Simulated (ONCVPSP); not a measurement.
## Cutoff test, hafnium (Hf), ONCV

- Element: hafnium (Hf)
- Generator: ONCVPSP 4.0.1
- Type: optimised norm-conserving Vanderbilt (ONCV)
- Functional: PBEsol
- Relativity: scalar-relativistic
- Frozen core: [Kr] 4d10 4f14
- Valence charge: 12
- Reference configuration: 5s2 5p6 5d2 6s2
- Partial waves: 5s+6s: rc 1.65 bohr, ncon 3, nbas 8, qcut 7.2 1/bohr, 2 projectors; 5p: rc 1.40 bohr, ncon 4, nbas 8, qcut 4.7 1/bohr, 2 projectors, debl 2.1 Ha; 5d: rc 3.20 bohr, ncon 4, nbas 9, qcut 5.8 1/bohr, 1 projector
- Local potential: polynomial inside 0.85 bohr (lpopt 5, dvloc0 1 Ha)
- Core correction: none

Task: For each optimised wave give the share of its norm inside rc, the residual kinetic energy above qcut (Ha) and the cutoffs (Ha) for errors of 10, 1, 0.1 and 0.01 mHa per electron.

Result:

| wave | norm inside rc | residual KE | 10 mHa | 1 mHa | 0.1 mHa | 0.01 mHa |
| --- | --- | --- | --- | --- | --- | --- |
| 5s | 0.907 | 3.5e-06 | 14.4 | 18.6 | 21.8 | 24.4 |
| 6s | 0.044 | 1.7e-06 | 10.8 | 16.5 | 20.6 | 23.6 |
| 5p | 0.600 | 1.2e-02 | 13.1 | 89.2 | 107.5 | 143.4 |
| p projector 2 | 0.120 | 6.6e-03 | 7.8 | 30.6 | 88.3 | 139.9 |
| 5d | 0.769 | 1.8e-09 | 7.1 | 9.3 | 11.2 | 12.8 |

The occupied waves need 89 Ha and 108 Ha for 1 and 0.1 mHa. Note: ghosts flagged at negative energy: s at -201.3 eV; GHOST(+) flagged for p at 141.2 eV, d at 143.1 eV. A true bound ghost makes a file unfit for plane-wave use. 1 of 4 tests not solved or not reliable.
